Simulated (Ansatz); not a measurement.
ITl, SMILES [I][Tl] (connectivity only; charge and spin as stated), charge +1, multiplicity 2.

Coordinates come from a B3LYP-D3(BJ)/def2-TZVP optimisation. The spin state was assumed, not searched. The def2 effective core potentials stand for the cores of I, Tl; spin–orbit coupling is left out.

Two levels are set side by side: PBE/def2-TZVPD (Ansatz, a first-principles code) and PBE0/def2-TZVPD (Ansatz). Energy differences of separate SCF runs at the same geometry; the states with an electron removed or added have multiplicity 3 and 1. Differences are taken from unrounded values.

| quantity | PBE0 |
|---|---|
| vertical ionisation energy (eV) | 14.82 |
| vertical electron affinity (eV) | 8.02 |

### Question
What does PBE give, and how far is it from PBE0? (An estimate is asked for; the answer gives what the named calculation found.)

### Answer

| quantity | PBE | PBE minus PBE0 |
|---|---|---|
| vertical ionisation energy (eV) | 14.81 | -0.01 |
| vertical electron affinity (eV) | 8.11 | 0.09 |

On these quantities the two levels nearly agree.
